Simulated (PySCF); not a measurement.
## TDDFT excited states: Cl2H2Zn2

(HZn-mu-Cl)2 (singlet state).
Z-matrix (Å and degrees, PBE0-D3(BJ)/def2-SVP geometry), rows numbered from 1:
```
Zn
H   1  1.5418
Cl  1  2.3305  2  134.70
Zn  3  2.3316  1   89.18  2  -179.95
H   4  1.5420  3  134.65  1   179.57
Cl  4  2.3287  3   90.88  1    -0.13
```

The calculation used PySCF 2.14.0, density-fitted response routines, TDDFT B3LYP/def2-SVPD, vertical, gas phase, core orbitals frozen in the response.

**Question.** Predict the UV-vis stick spectrum at this level.

**Answer.** 

| state | E (eV) | E (kJ/mol) | λ (nm) | f | main configurations (H = HOMO, L = LUMO) |
| --- | --- | --- | --- | --- | --- |
| S1 | 6.54 | 631 | 189.5 | 0.069 | H→L+1 (96%) |
| S2 | 6.55 | 632 | 189.2 | 0.0012 | H→L+2 (98%) |
| S3 | 6.71 | 648 | 184.7 | 0.314 | H→L (96%) |
| S4 | 7.11 | 686 | 174.3 | 0.0000 | H→L+4 (94%) |
| S5 | 7.14 | 689 | 173.6 | 0.0002 | H→L+3 (60%), H-1→L (36%) |
| S6 | 7.17 | 692 | 172.8 | 0.0000 | H-3→L (98%) |
| S7 | 7.20 | 694 | 172.3 | 0.067 | H-2→L (80%), H-3→L+2 (18%) |
| S8 | 7.25 | 700 | 170.9 | 0.0003 | H-2→L+1 (96%) |
| S9 | 7.26 | 700 | 170.8 | 0.0001 | H-2→L+2 (96%) |
| S10 | 7.34 | 709 | 168.8 | 0.047 | H-1→L+2 (84%), H-1→L+1 (8%) |
| S11 | 7.37 | 711 | 168.2 | 0.0006 | H-1→L+1 (89%), H-1→L+2 (8%) |
| S12 | 7.41 | 715 | 167.3 | 0.0000 | H-3→L+1 (93%) |
| S13 | 7.57 | 730 | 163.8 | 0.0001 | H-1→L (56%), H→L+3 (29%), H-4→L+2 (9%) |
| S14 | 7.63 | 737 | 162.4 | 0.0043 | H-2→L+3 (63%), H-3→L+2 (21%) |
| S15 | 7.64 | 737 | 162.3 | 0.0089 | H-3→L+2 (47%), H-2→L+3 (32%), H-2→L (9%) |

Triplets, Tamm–Dancoff:

```
state  E (eV)  λ (nm)  main configurations (H = HOMO, L = LUMO)
   T1    5.71   217.2                  H→L (84%), H-1→L+3 (12%)
   T2    5.97   207.7                  H→L+3 (52%), H-1→L (43%)
   T3    6.04   205.2                H→L+1 (77%), H-1→L+2 (18%)
   T4    6.07   204.1                H→L+2 (73%), H-1→L+1 (22%)
```

The lowest singlet comes at 189 nm (631 kJ/mol) in the vacuum ultraviolet; it is of moderate strength; its leading configuration is HOMO→LUMO+1 (96%). The strongest level in the table is S3 at 6.71 eV (185 nm, f = 0.314). S8/S9 and S14/S15 lie within about 0.01 eV of each other in each set. For S1 the Löwdin share of zinc is 34% in HOMO and 68% in LUMO+1; for S3 the Löwdin share of zinc is 34% in HOMO and 48% in LUMO. Weighted by f, the mean energy of these states is 6.84 eV. The listed states span 1.10 eV, and the widest gap between neighbours is 0.40 eV (S3 to S4). Of the 15 states listed, 4 reach f = 0.01 and 7 stay under 0.0005. Only the lowest 15 singlets were computed, as vertical energies without vibronic structure.
